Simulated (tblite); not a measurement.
A geometry optimisation, step by step.

Compound: C2H7F3SeSi2.
Atom-mapped SMILES: `[F:1][C:2]([F:3])([F:4])[CH2:5][Se:6][SiH2:7][SiH3:8]` (hydrogens: H9, H10 on C5; H11, H12 on Si7; H13, H14, H15 on Si8)

Computed with GFN2-xTB (tblite), gas phase: L-BFGS steps from a force-field or distance-geometry start until the largest atomic force falls under 0.01 eV/Å. 11 of its 145 geometries are shown.

Step 0: E = -780.6418 eV, largest atomic force 2.164 eV/Å
```
atom  x, y, z in Å  |  force x, y, z in eV/Å
F1     -1.589   -1.314   -1.102   -1.894   0.459   0.940
C2     -2.534   -0.435   -0.556    0.540   0.491  -0.397
F3     -3.396   -0.148   -1.585    0.123  -0.970   1.061
F4     -3.157   -0.948    0.545    0.548   0.034  -1.871
C5     -1.815    0.847   -0.218    0.509  -0.065  -0.715
Se6    -0.403    0.424    1.035   -0.008   0.166   0.682
Si7     1.202   -0.796   -0.083   -0.534  -0.708  -0.445
Si8     3.061    0.457    0.019    0.817   0.770   0.154
H9     -2.467    1.620    0.175   -0.158  -0.142   0.243
H10    -1.366    1.223   -1.154   -0.098  -0.078   0.209
H11     0.771   -1.033   -1.471   -0.013  -0.019   0.278
H12     1.348   -2.059    0.659   -0.258   0.074  -0.130
H13     3.792   -0.018    1.206    0.172   0.172  -0.201
H14     3.834    0.304   -1.228    0.011   0.095   0.287
H15     2.713    1.885    0.231    0.242  -0.280  -0.094
```

Step 14: E = -781.1050 eV, largest atomic force 0.208 eV/Å
```
atom  x, y, z in Å  |  force x, y, z in eV/Å
F1     -1.792   -1.415   -1.104    0.018   0.042   0.018
C2     -2.543   -0.420   -0.608   -0.042  -0.066   0.023
F3     -3.490   -0.193   -1.540    0.008   0.094   0.087
F4     -3.164   -0.917    0.465   -0.087  -0.036  -0.016
C5     -1.762    0.821   -0.261   -0.113  -0.064  -0.163
Se6    -0.425    0.400    1.097   -0.008   0.012   0.125
Si7     1.207   -0.789   -0.075   -0.036  -0.079  -0.027
Si8     3.137    0.495    0.050    0.094   0.051   0.003
H9     -2.457    1.538    0.183    0.053  -0.001  -0.034
H10    -1.300    1.246   -1.151    0.013  -0.038  -0.028
H11     0.665   -1.028   -1.414    0.030   0.104   0.026
H12     1.185   -2.086    0.606    0.037   0.022  -0.009
H13     3.967    0.076    1.178    0.016   0.008   0.015
H14     3.936    0.359   -1.168    0.004  -0.023  -0.023
H15     2.831    1.921    0.214    0.013  -0.026   0.005
```

Step 29: E = -781.1365 eV, largest atomic force 0.090 eV/Å
```
atom  x, y, z in Å  |  force x, y, z in eV/Å
F1     -1.905   -1.449   -1.132    0.007  -0.012   0.038
C2     -2.615   -0.442   -0.599    0.025  -0.010  -0.004
F3     -3.561   -0.139   -1.510   -0.019   0.004   0.031
F4     -3.250   -0.938    0.465    0.004   0.014  -0.005
C5     -1.768    0.759   -0.272    0.042   0.009   0.013
Se6    -0.471    0.371    1.145    0.033  -0.078  -0.031
Si7     1.228   -0.739   -0.034   -0.053   0.057   0.020
Si8     3.197    0.502    0.071   -0.045  -0.010   0.002
H9     -2.414    1.551    0.109   -0.032  -0.002  -0.034
H10    -1.256    1.092   -1.175    0.011   0.016  -0.023
H11     0.670   -0.839   -1.383   -0.005  -0.003  -0.010
H12     1.212   -2.077    0.558    0.009   0.000  -0.020
H13     4.059    0.105    1.183    0.002  -0.025   0.040
H14     3.962    0.323   -1.163    0.005  -0.020  -0.028
H15     2.908    1.929    0.211    0.017   0.059   0.010
```

Step 43: E = -781.1433 eV, largest atomic force 0.028 eV/Å
```
atom  x, y, z in Å  |  force x, y, z in eV/Å
F1     -1.931   -1.474   -1.108    0.018   0.009   0.013
C2     -2.622   -0.447   -0.589    0.000   0.003   0.005
F3     -3.577   -0.150   -1.493   -0.010  -0.005   0.012
F4     -3.249   -0.914    0.493   -0.022   0.010  -0.004
C5     -1.758    0.748   -0.286    0.006  -0.003   0.000
Se6    -0.501    0.325    1.157    0.015   0.012  -0.017
Si7     1.215   -0.707   -0.043    0.022   0.004  -0.012
Si8     3.193    0.518    0.083   -0.001   0.000   0.004
H9     -2.398    1.559    0.067   -0.002  -0.018  -0.001
H10    -1.226    1.055   -1.186    0.007  -0.015   0.000
H11     0.660   -0.788   -1.397   -0.006   0.006   0.006
H12     1.240   -2.064    0.504   -0.010   0.007  -0.016
H13     4.031    0.091    1.204   -0.013  -0.007  -0.008
H14     3.946    0.297   -1.155    0.003   0.009   0.026
H15     2.972    1.960    0.222   -0.006  -0.014  -0.008
```

Step 58: E = -781.1489 eV, largest atomic force 0.085 eV/Å
```
atom  x, y, z in Å  |  force x, y, z in eV/Å
F1     -1.945   -1.529   -0.997   -0.031   0.061   0.051
C2     -2.626   -0.464   -0.544   -0.049   0.019   0.013
F3     -3.562   -0.194   -1.474   -0.003  -0.025  -0.047
F4     -3.284   -0.858    0.548    0.026  -0.037   0.034
C5     -1.747    0.732   -0.295    0.004  -0.007  -0.025
Se6    -0.464    0.356    1.134    0.016  -0.016  -0.017
Si7     1.214   -0.678   -0.117    0.006  -0.002   0.001
Si8     3.199    0.522    0.099   -0.023  -0.025   0.000
H9     -2.369    1.569    0.025   -0.020  -0.030   0.010
H10    -1.225    0.984   -1.218    0.030   0.035  -0.029
H11     0.629   -0.700   -1.461    0.024   0.023  -0.006
H12     1.216   -2.060    0.363   -0.010   0.001  -0.003
H13     3.949    0.052    1.263    0.024   0.019   0.017
H14     4.026    0.313   -1.089    0.009  -0.017  -0.015
H15     2.983    1.963    0.236   -0.004   0.002   0.016
```

Step 72: E = -781.1586 eV, largest atomic force 0.055 eV/Å
```
atom  x, y, z in Å  |  force x, y, z in eV/Å
F1     -1.962   -1.589   -0.799    0.032  -0.039   0.017
C2     -2.647   -0.482   -0.474    0.014   0.007  -0.019
F3     -3.565   -0.319   -1.446   -0.016   0.036  -0.003
F4     -3.320   -0.755    0.646    0.008  -0.017   0.004
C5     -1.756    0.722   -0.331   -0.017   0.017  -0.006
Se6    -0.417    0.384    1.059   -0.034   0.036  -0.025
Si7     1.232   -0.647   -0.226   -0.017   0.018  -0.005
Si8     3.223    0.499    0.143   -0.015  -0.007   0.004
H9     -2.363    1.574   -0.020   -0.009   0.000   0.030
H10    -1.269    0.939   -1.283   -0.012  -0.033   0.006
H11     0.679   -0.520   -1.581    0.023  -0.013   0.020
H12     1.157   -2.062    0.140   -0.004  -0.004  -0.022
H13     3.895    0.040    1.358    0.008  -0.006   0.005
H14     4.125    0.286   -0.989    0.010  -0.004  -0.002
H15     2.985    1.938    0.275    0.030   0.008  -0.004
```

Step 86: E = -781.1654 eV, largest atomic force 0.071 eV/Å
```
atom  x, y, z in Å  |  force x, y, z in eV/Å
F1     -1.990   -1.650   -0.607    0.005   0.011   0.008
C2     -2.680   -0.519   -0.393   -0.002  -0.019  -0.008
F3     -3.594   -0.447   -1.380   -0.011  -0.003  -0.004
F4     -3.362   -0.689    0.743    0.039  -0.009   0.000
C5     -1.796    0.698   -0.366   -0.010  -0.025  -0.011
Se6    -0.386    0.473    0.971    0.003  -0.014  -0.008
Si7     1.252   -0.560   -0.328   -0.020  -0.007   0.009
Si8     3.266    0.476    0.201   -0.009   0.009  -0.016
H9     -2.399    1.565   -0.096    0.016   0.002   0.023
H10    -1.347    0.838   -1.349   -0.013   0.016  -0.041
H11     0.786   -0.293   -1.693   -0.043   0.033  -0.032
H12     1.094   -2.005   -0.144   -0.006   0.055   0.044
H13     3.814   -0.007    1.466    0.032  -0.035   0.018
H14     4.221    0.198   -0.874    0.004   0.006   0.041
H15     3.115    1.930    0.320    0.014  -0.019  -0.025
```

Step 101: E = -781.1845 eV, largest atomic force 0.083 eV/Å
```
atom  x, y, z in Å  |  force x, y, z in eV/Å
F1     -1.915   -1.693   -0.354    0.054  -0.026   0.009
C2     -2.679   -0.595   -0.268   -0.004   0.013  -0.012
F3     -3.629   -0.733   -1.212   -0.045   0.019  -0.033
F4     -3.308   -0.650    0.910    0.049  -0.006   0.015
C5     -1.894    0.676   -0.450   -0.011  -0.002   0.022
Se6    -0.355    0.702    0.757    0.027   0.024   0.036
Si7     1.273   -0.333   -0.537   -0.003  -0.002   0.022
Si8     3.324    0.390    0.287   -0.007   0.068   0.026
H9     -2.531    1.520   -0.180   -0.006  -0.002  -0.057
H10    -1.564    0.758   -1.486   -0.003  -0.006   0.019
H11     0.917    0.092   -1.898   -0.017   0.013  -0.011
H12     0.988   -1.766   -0.470   -0.019  -0.024  -0.016
H13     3.602   -0.180    1.607   -0.002   0.023  -0.030
H14     4.385   -0.035   -0.628   -0.018  -0.009   0.002
H15     3.382    1.853    0.394    0.007  -0.082   0.008
```

Step 115: E = -781.1958 eV, largest atomic force 0.040 eV/Å
```
atom  x, y, z in Å  |  force x, y, z in eV/Å
F1     -1.818   -1.689   -0.401    0.003   0.013  -0.001
C2     -2.627   -0.630   -0.241   -0.016  -0.021  -0.006
F3     -3.654   -0.816   -1.092   -0.006   0.006   0.005
F4     -3.134   -0.716    0.992    0.026   0.010  -0.010
C5     -1.928    0.678   -0.491    0.008  -0.022   0.001
Se6    -0.392    0.858    0.709    0.016  -0.012   0.009
Si7     1.237   -0.216   -0.556    0.004   0.007   0.011
Si8     3.313    0.342    0.327   -0.002   0.002  -0.023
H9     -2.625    1.490   -0.281    0.020   0.012   0.010
H10    -1.595    0.722   -1.529   -0.011  -0.009  -0.014
H11     0.922    0.263   -1.911    0.017   0.008   0.004
H12     0.904   -1.642   -0.553   -0.025  -0.003   0.007
H13     3.531   -0.232    1.655   -0.017  -0.007  -0.007
H14     4.333   -0.192   -0.578    0.002  -0.018   0.006
H15     3.528    1.785    0.422   -0.019   0.034   0.007
```

Step 130: E = -781.1984 eV, largest atomic force 0.023 eV/Å
```
atom  x, y, z in Å  |  force x, y, z in eV/Å
F1     -1.810   -1.703   -0.346   -0.012   0.011  -0.006
C2     -2.616   -0.639   -0.202   -0.009  -0.008   0.002
F3     -3.666   -0.855   -1.016   -0.003   0.003  -0.008
F4     -3.087   -0.682    1.046    0.015   0.009   0.005
C5     -1.922    0.658   -0.516    0.000  -0.015   0.018
Se6    -0.379    0.881    0.670    0.005  -0.005  -0.018
Si7     1.241   -0.178   -0.612    0.010   0.010  -0.004
Si8     3.296    0.327    0.343    0.008  -0.006   0.021
H9     -2.615    1.480   -0.333    0.003   0.001   0.005
H10    -1.597    0.658   -1.557   -0.003  -0.003  -0.010
H11     0.988    0.376   -1.951   -0.012  -0.015   0.008
H12     0.854   -1.589   -0.674    0.006   0.015  -0.009
H13     3.434   -0.256    1.678   -0.005   0.014   0.010
H14     4.347   -0.238   -0.502    0.003  -0.007  -0.021
H15     3.528    1.769    0.443   -0.007  -0.003   0.008
```

Step 144: E = -781.1997 eV, largest atomic force 0.009 eV/Å
```
atom  x, y, z in Å  |  force x, y, z in eV/Å
F1     -1.810   -1.721   -0.293   -0.003   0.006   0.002
C2     -2.612   -0.653   -0.159    0.005  -0.001   0.000
F3     -3.692   -0.899   -0.924    0.000   0.009  -0.002
F4     -3.035   -0.646    1.107    0.002  -0.004   0.003
C5     -1.929    0.631   -0.545    0.009   0.001   0.002
Se6    -0.375    0.914    0.614   -0.007   0.001  -0.005
Si7     1.258   -0.109   -0.676    0.006  -0.005   0.000
Si8     3.288    0.302    0.376   -0.003   0.002  -0.003
H9     -2.622    1.459   -0.393   -0.005  -0.006   0.002
H10    -1.617    0.582   -1.589   -0.005  -0.002  -0.001
H11     1.050    0.503   -1.997   -0.002   0.003  -0.004
H12     0.839   -1.504   -0.821    0.001  -0.005   0.000
H13     3.336   -0.272    1.720    0.001  -0.001   0.002
H14     4.345   -0.311   -0.428    0.000  -0.001   0.004
H15     3.571    1.734    0.481    0.001   0.003   0.002
```

Task: Summarise the path.

Result: The energy falls by 12.86 kcal/mol from step 0 to step 144; nine tenths of that is first reached at step 47. It rises by more than 0.2 meV at step 94. The largest force goes from 2.164 to 0.009 eV/Å. Among the bonds Si7–Si8 changes most, from 2.245 to 2.322 Å; the atoms move by 0.943 Å rms after alignment.

Task: Follow the three bonds and two angles with the largest change from start to end.

Result: 
```tsv
step	E above end (kcal/mol)	largest force (eV/Å)	Si7–Si8 (Å)	F1–C2 (Å)	C2–F4 (Å)	C5–Se6–Si7 (°)	Se6–Si7–H11 (°)
0	12.86	2.164	2.245	1.402	1.366	108.0	109.8
6	3.75	0.367	2.296	1.348	1.335	103.7	110.2
13	2.27	0.187	2.323	1.343	1.335	103.9	106.9
19	1.85	0.182	2.342	1.341	1.334	103.0	104.2
25	1.54	0.101	2.329	1.342	1.334	102.8	103.2
31	1.42	0.097	2.328	1.342	1.335	101.8	102.9
38	1.33	0.038	2.326	1.342	1.335	101.2	102.7
44	1.30	0.042	2.332	1.342	1.335	100.8	102.7
50	1.27	0.070	2.324	1.341	1.335	100.7	102.4
56	1.20	0.084	2.333	1.343	1.334	99.9	101.9
63	1.10	0.048	2.326	1.341	1.335	98.8	102.4
69	1.00	0.071	2.325	1.343	1.336	99.5	101.5
75	0.91	0.069	2.329	1.344	1.336	99.8	101.6
81	0.86	0.081	2.327	1.340	1.335	99.9	102.0
88	0.74	0.075	2.327	1.343	1.337	100.2	102.2
94	0.52	0.155	2.332	1.344	1.337	101.0	103.7
100	0.38	0.064	2.326	1.341	1.336	101.5	102.9
106	0.27	0.043	2.327	1.342	1.336	101.3	102.3
113	0.12	0.074	2.325	1.343	1.335	99.9	101.4
119	0.07	0.034	2.322	1.342	1.335	99.9	101.7
125	0.05	0.028	2.324	1.342	1.336	99.5	101.5
131	0.03	0.025	2.322	1.342	1.336	99.4	102.2
138	0.00	0.017	2.322	1.342	1.336	99.6	102.3
144	0.00	0.009	2.322	1.342	1.335	99.6	102.5
```

The cost below is that of the whole relaxation. Time: 2.1 s of wall time. Hardware: an Arm Neoverse N1 with one thread, no GPU (shared host).
